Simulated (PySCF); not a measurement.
Structure problem from calculated spectra and properties.

Elements present: C, H, N, O and Si. Monoisotopic mass: 145.0379 u.

| Property | Result |
| --- | --- |
| NMR, other nuclei | isotropic shieldings of nuclei other than C and H, by class: -28 (1 N), 291 (1 O), 360 (1 Si), 370 (1 Si) ppm [GIAO PBE0/pcSseg-1] |
| Dipole | 4.68 D [PBE0/pcSseg-1] |
| Rotational structure | rotational constants A, B, C: 3.530, 0.584, 0.550 GHz [GFN2-xTB] |
| 13C NMR | chemical shifts (computed TMS as zero) by class: 121.4 (1 C), 4.7 (1 C), -0.1 (1 C), -0.8 (1 C) ppm [GIAO PBE0/pcSseg-1] |
| 1H NMR | chemical shifts (computed TMS as zero) by class: 5.28 (1 H), 5.23 (1 H), 5.17 (1 H), 1.86 (1 H), 1.67 (1 H), 0.48 (3 H), 0.34 (3 H) ppm [GIAO PBE0/pcSseg-1] |

Electronic properties: PySCF, gas phase, density fitting. Levels stand in brackets. Isolated species at its GFN2-xTB geometry (one conformer only). NMR values are class means; diastereotopic atoms form classes of their own.

Question: Which formula fits the mass and the elements?

Answer: C4H11NOSi2 (calculated 145.0379). No other formula that holds each of these elements comes within 0.0003 u with a fitting electron parity and a possible valence count.

Question: What is the compound? Reason from the data.

Answer: Numbering: `[CH3:1][SiH2:2][O:3][Si@@H:4]([CH3:5])[CH2:6][C:7]#[N:8]`. Its formula, C4H11NOSi2, gives 2 degrees of unsaturation: 0 rings and 2 π bonds in the structure found. 4 carbons fall into 4 classes; from least to most shielded: nitrile carbon [C7] (121.4 ppm), sp3 carbon bound to silicon [C6] (4.7 ppm), Si-methyl carbon [C1] (-0.1 ppm), Si-methyl carbon [C5] (-0.8 ppm). Hydrogen classes from least to most shielded: 1 H on an oxygen-bound silicon, Si4 (5.28 ppm), 1 H on an oxygen-bound silicon, Si2 (5.23 ppm), 1 H on an oxygen-bound silicon, Si2 (5.17 ppm), 1 H on an sp3 carbon bound to silicon, C6 (1.86 ppm), 1 H on an sp3 carbon bound to silicon, C6 (1.67 ppm), 3 H on an Si-methyl carbon, C5 (0.48 ppm), 3 H on an Si-methyl carbon, C1 (0.34 ppm, a mean of values up to 0.7 ppm apart in this geometry). The other shieldings belong to: -28 ppm, nitrile nitrogen [N8]; 291 ppm, siloxane oxygen [O3]; 360 ppm, oxygen-bound silicon [Si4]; 370 ppm, oxygen-bound silicon [Si2]. The optimised geometry has point group C1 and is an asymmetric top. Structure: `C[SiH2]O[Si@@H](C)CC#N`. Computed isomers that give other values at the same levels: `C=N/C=C\C[SiH2]O[SiH3]` (13C chemical shifts (computed TMS as zero) by class: 152.2 (1 C), 144.8 (1 C), 142.3 (1 C), 23.6 (1 C) ppm); `C[Si@H]1C[Si@H](NC=O)C1` (13C chemical shifts (computed TMS as zero) by class: 168.1 (1 C), 6.0 (2 C), -0.2 (1 C) ppm); `C=C[Si](N)(C=C)[SiH2]O` (13C chemical shifts (computed TMS as zero) by class: 149.5 (2 C), 142.1 (2 C) ppm). The assignments are read from this structure; whether some other isomer fits the data as well wasn't checked. The mirror image fits equally.

Shape of the structure used: `[CH3:1][SiH2:2][O:3][Si@@H:4]([CH3:5])[CH2:6][C:7]#[N:8]`: C1–Si2–O3–Si4 49°, Si2–O3–Si4–C5 56°, O3–Si4–C6–C7 -174°.
